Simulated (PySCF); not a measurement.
Cobalt: highly charged ions in a basis for the neutral atom

Co(23+) [He] 2s2, Co(24+) [He] 2s1. Computed with PySCF 2.14 in aug-cc-pVDZ, with the non-relativistic Hamiltonian (point nucleus). No spin-orbit coupling, so a gap to NIST mixes the basis error with missing relativistic terms.

Changed run: basis of the neutral atom used for a highly charged ion. This setting is unsound on purpose.

```json
{"species": "Co(23+)", "method": "UHF", "sound run (hartree)": "not run", "changed run (hartree)": "-868.95042", "converged": "yes"}
{"species": "Co(23+)", "method": "M06-L", "sound run (hartree)": "not run", "changed run (hartree)": "-869.08368", "converged": "yes"}
{"species": "Co(23+)", "method": "M06-2X", "sound run (hartree)": "not run", "changed run (hartree)": "-869.18030", "converged": "yes"}
{"species": "Co(24+)", "method": "UHF", "sound run (hartree)": "not run", "changed run (hartree)": "-792.40344", "converged": "yes"}
{"species": "Co(24+)", "method": "M06-L", "sound run (hartree)": "not run", "changed run (hartree)": "-792.53982", "converged": "yes"}
{"species": "Co(24+)", "method": "M06-2X", "sound run (hartree)": "not run", "changed run (hartree)": "-792.47551", "converged": "yes"}
```

Ionisation energy of Co(23+):

| method | changed run (eV) | NIST (eV) |
| --- | --- | --- |
| UHF | 2082.9 | 2119.4 ± 1.9 |
| M06-L | 2082.9 | 2119.4 ± 1.9 |
| M06-2X | 2087.2 | 2119.4 ± 1.9 |

The contracted functions were made for the neutral atom and can be too rigid for a highly charged ion.
